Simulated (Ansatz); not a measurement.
BMe2(CN) (C₃H₆BN). The state is a singlet with charge 0. Geometry PBE-D4/def2-SVP, basis def2-TZVP, Ansatz.

```json
{"run": "A", "HOMO (eV)": "-8.58", "LUMO (eV)": "-2.55"}
{"run": "B", "HOMO (eV)": "-8.10", "LUMO (eV)": "-2.80"}
{"run": "C", "HOMO (eV)": "-10.59", "LUMO (eV)": "-1.04"}
{"run": "D", "HOMO (eV)": "-7.73", "LUMO (eV)": "-3.04"}
{"run": "E", "HOMO (eV)": "-7.97", "LUMO (eV)": "-3.39"}
{"run": "F", "HOMO (eV)": "-10.41", "LUMO (eV)": "-1.10"}
```

Question: The runs used B97M-V, BHLYP, CAM-B3LYP, LDA (SPW92), r2SCANh, revPBE. Estimate which is which.

Answer: A r2SCANh (10 % exact exchange); B B97M-V (0 % exact exchange); C CAM-B3LYP (range-separated); D revPBE (0 % exact exchange); E LDA (SPW92) (0 % exact exchange); F BHLYP (50 % exact exchange). Exact exchange lowers occupied and raises empty levels; among semilocal functionals meta-GGAs tend to open the gap a little, and such runs are hard to tell apart. The gap grows from 4.57 eV (LDA (SPW92)) to 9.54 eV (CAM-B3LYP).
